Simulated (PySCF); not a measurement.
Isomers of C5H6N2Si, one GFN2-xTB conformer each. Single-point energies are computed at PBE0/pcSseg-1 (PySCF, gas phase, no added dispersion term), electronic only.

```tsv
SMILES	GFN2-xTB relative energy (kJ/mol)
N#Cc1cccn1[SiH3]	0.0
CC#C/C=N\[SiH2]C#N	272.0
```

Conformers: `[CH3:1][C:2]#[C:3]/[CH:4]=[N:5]\[SiH2:6][C:7]#[N:8]` with C4–N5–Si6–C7 4°.

Problem. What does PBE0/pcSseg-1 give for the same structures?

Solution. 
| SMILES | PBE0/pcSseg-1 E (Eh) | PBE0/pcSseg-1 (kJ/mol) | GFN2-xTB (kJ/mol) | point group |
| --- | --- | --- | --- | --- |
| N#Cc1cccn1[SiH3] | -592.59829 | 0.0 | 0.0 | Cs |
| CC#C/C=N\[SiH2]C#N | -592.53044 | 178.1 | 272.0 | – |

Both levels put the same isomer lowest. As drawn, the lower has an aromatic ring, which the higher lacks; the higher has a C≡C bond, a C=N bond and an Si–C bond, which the lower lacks.

Problem. Which frontier levels, dipoles and rotational constants go with these structures?

Solution. 
```json
{"SMILES": "N#Cc1cccn1[SiH3]", "HOMO (eV, PBE0/pcSseg-1)": "-6.89", "LUMO (eV)": "-0.89", "dipole (D)": "4.30", "A, B, C (MHz)": "2199, 1953, 1047"}
{"SMILES": "CC#C/C=N\\[SiH2]C#N", "HOMO (eV, PBE0/pcSseg-1)": "-7.72", "LUMO (eV)": "-1.91", "dipole (D)": "1.78", "A, B, C (MHz)": "2332, 1383, 883.0"}
```
